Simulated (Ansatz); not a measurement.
Reaction (redistribution): `[F][Sn]([F])([F])[GeH3]` + `CS[Si](F)(F)Cl` → `F[Si](F)(Cl)[GeH3]` + `C[S][Sn]([F])([F])[F]`

Gas-phase electronic energies from Ansatz, PBE0-D4/def2-TZVP geometries. CBS: MP2 limit from def2 TZ/QZ plus the TZ coupled-cluster correction, frozen cores. Functionals use def2-TZVPP. B3LYP here is the variant with VWN-RPA as its local correlation; programs differ in this. Elements past krypton have def2 core potentials. For Ge, Sn outer-core shells are correlated without core-valence functions, which leaves a few kJ/mol of doubt a bond. Scalar relativity is left out up to krypton. Each species was taken in one conformer, which may not be the lowest.

```
             level  ΔE (kcal/mol)
          B3LYP-D4           14.4
          BHLYP-D4           14.9
      CAM-B3LYP-D4           14.7
            B2PLYP           14.3
               PBE           13.4
SCS-MP2/def2-TZVPP           14.2
    MP2/def2-QZVPP           14.9
SCS-MP2/def2-QZVPP           14.4
```

Task: What does CCSD(T)/CBS give? (An estimate is asked.)

Result: Computed: +13.7 kcal/mol. The listed levels differ from it by 0.7, 1.2, 1.0, 0.6, -0.3, 0.5, 1.2, 0.7 kcal/mol.

Largest T1 diagnostic among the species: 0.014.

From BLYP to BHLYP (50 % exact exchange), in def2-TZVPP and without D4, ΔE moves by +1.5 kcal/mol. Leaving LDA and LC-ωPBE aside and taking each functional with its dispersion term where it has one, the values, not all of them listed here, spread over 1.6 kcal/mol, from B97M-V to r2SCAN0-D4. LDA lies +1.4 kcal/mol from PBE without D4.
